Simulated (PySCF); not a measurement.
C6H11N.
Bonds: C1–C2, C2–C3, C3–N4, N4–C5, C5–C6, C3–C7, C1–C7, N4–C6. Hydrogens: H8, H9 on C1; H10, H11 on C2; H12 on C3; H13, H14 on C5; H15, H16 on C6; H17, H18 on C7.

The same species was optimised twice, with GFN2-xTB and with PBE0-D3(BJ)/def2-SVP (PySCF), and the same property calculations (PySCF, gas phase) were run on both structures.

```csv
coordinate,GFN2-xTB,PBE0-D3(BJ)/def2-SVP,change
C1–C7 (Å),1.536,1.541,+0.005
C1–C2 (Å),1.536,1.541,+0.005
C5–C6 (Å),1.478,1.482,+0.004
N4–C5 (Å),1.440,1.444,+0.004
N4–C6 (Å),1.440,1.443,+0.003
C2–C3 (Å),1.540,1.537,-0.003
C3–C7 (Å),1.540,1.538,-0.002
C3–N4 (Å),1.437,1.438,+0.001
N4–C3–C7 (°),114.3,117.2,+2.9
C2–C3–N4 (°),114.3,117.2,+2.9
C2–C1–C7 (°),89.6,88.3,-1.3
C1–C7–C3 (°),89.6,88.3,-1.3
C1–C2–C3 (°),89.6,88.3,-1.3
C3–N4–C6 (°),118.1,116.9,-1.2
C3–N4–C5 (°),118.2,116.9,-1.3
C2–C3–C7 (°),89.3,88.5,-0.8
C2–C3–N4–C5 (°),94,93,-1
```

Rotational constants: A = 6867, B = 1781, C = 1536 MHz (GFN2-xTB) against A = 6909, B = 1756, C = 1520 MHz (PBE0-D3(BJ)/def2-SVP). Point groups within 0.08 Å: Cs and Cs.

On the GFN2-xTB structure: lowest singlet, TDDFT (eV) 6.82 [CAM-B3LYP/def2-SVPD]; lowest triplet, Tamm–Dancoff (eV) 6.61 [CAM-B3LYP/def2-SVPD]; isotropic polarisability (au) 74.9 [CAM-B3LYP/def2-SVPD]; HOMO (eV) -8.07 [CAM-B3LYP/def2-SVPD]; LUMO (eV) 1.57 [CAM-B3LYP/def2-SVPD]; dipole (D) 1.10 [CAM-B3LYP/def2-SVPD]; HOMO (eV) -6.63 [PBE0/pcSseg-1]; LUMO (eV) 1.42 [PBE0/pcSseg-1]; dipole (D) 1.10 [PBE0/pcSseg-1]; GIAO shielding of C1 (ppm) 172.2 [PBE0/pcSseg-1]; GIAO shielding of C2/C7 (mean) (ppm) 158.5 [PBE0/pcSseg-1]; GIAO shielding of C3 (ppm) 122.6 [PBE0/pcSseg-1]; GIAO shielding of N4 (ppm) 221.6 [PBE0/pcSseg-1]; GIAO shielding of C5/C6 (mean) (ppm) 161.3 [PBE0/pcSseg-1].

Problem. What do these properties become on the PBE0-D3(BJ)/def2-SVP structure?

Solution. 
```csv
property,level,on GFN2-xTB,on PBE0-D3(BJ)/def2-SVP,change
"lowest singlet, TDDFT (eV)",CAM-B3LYP/def2-SVPD,6.82,6.88,+0.06
"lowest triplet, Tamm–Dancoff (eV)",CAM-B3LYP/def2-SVPD,6.61,6.65,+0.04
isotropic polarisability (au),CAM-B3LYP/def2-SVPD,74.9,76.3,+1.4
HOMO (eV),CAM-B3LYP/def2-SVPD,-8.07,-8.15,-0.08
LUMO (eV),CAM-B3LYP/def2-SVPD,1.57,1.53,-0.04
dipole (D),CAM-B3LYP/def2-SVPD,1.10,1.11,+0.01
"energy, GFN2-xTB geometry as zero (kcal/mol)",CAM-B3LYP/def2-SVPD,0.0,-1.1,-1.1
HOMO (eV),PBE0/pcSseg-1,-6.63,-6.72,-0.09
LUMO (eV),PBE0/pcSseg-1,1.42,1.38,-0.04
dipole (D),PBE0/pcSseg-1,1.10,1.11,+0.01
"energy, GFN2-xTB geometry as zero (kcal/mol)",PBE0/pcSseg-1,0.0,-1.1,-1.1
GIAO shielding of C1 (ppm),PBE0/pcSseg-1,172.2,167.9,-4.3
GIAO shielding of C2/C7 (mean) (ppm),PBE0/pcSseg-1,158.5,154.5,-4.0
GIAO shielding of C3 (ppm),PBE0/pcSseg-1,122.6,118.0,-4.6
GIAO shielding of N4 (ppm),PBE0/pcSseg-1,221.6,222.9,+1.3
GIAO shielding of C5/C6 (mean) (ppm),PBE0/pcSseg-1,161.3,158.8,-2.5
```

The heavy atoms differ by 0.097 Å rms after alignment. Among bonds between heavy atoms C1–C2, C1–C7, N4–C5 and C5–C6 change most and about equally (+0.004 to +0.005 Å). Changes are differences of the printed values. Neither structure is proved a minimum here.

The values belong to the conformer `[CH2:1]1[CH2:2][CH:3]([N:4]2[CH2:5][CH2:6]2)[CH2:7]1`: C2–C3–N4–C5 93°.
